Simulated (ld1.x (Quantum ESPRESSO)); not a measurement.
**Transferability test, TM potential for Ca (Z = 20)**

calcium (Ca), norm-conserving Troullier–Martins (Kleinman–Bylander form), made with ld1.x (Quantum ESPRESSO) 7.5 (PBEsol, scalar-relativistic). Core [Ar], reference 3d0 4s2 4p0. Waves: 4s (bound): rc 3.25 bohr; 4p (bound, empty): rc 4.20 bohr; 3d (bound, empty): rc 2.60 bohr. Local part: all-electron potential smoothed inside 3.30 bohr (lloc = -1). Core correction: Bessel-smoothed model core inside 1.35 bohr.

Energies are relative to the spin-unpolarised reference configuration 3d0 4s2 4p0; without spin polarisation the order of configurations can differ from experiment.

| valence configuration | charge | ΔE all-electron (eV) | error AE − PS (meV) |
| --- | --- | --- | --- |
| 3d0 4s1.5 4p0 | +0.5 | 2.503 | +0.4 |
| 3d1 4s1 4p0 | 0 | 2.277 | -90 |
| 3d0.5 4s1.5 4p0 | 0 | 1.049 | -31 |
| 3d0 4s0 4p2 | 0 | 4.945 | -23 |
| 3d0 4s0 4p1 | +1 | 9.328 | -19 |

(1) What are ΔE and the potential's error for 3d0 4s1 4p0?

(2) What are ΔE and the potential's error for 3d0 4s1 4p1?

Levels in the configuration 3d0.5 4s1.5 4p0:

```tsv
level	all-electron (eV)	pseudo (eV)
3d	-1.106	-1.026
4s	-3.434	-3.457
```

Answers

(1) ΔE = 6.305 eV all-electron; the error (AE − PS) is 0.0 meV.

(2) ΔE = 2.426 eV all-electron; the error (AE − PS) is -5.0 meV.
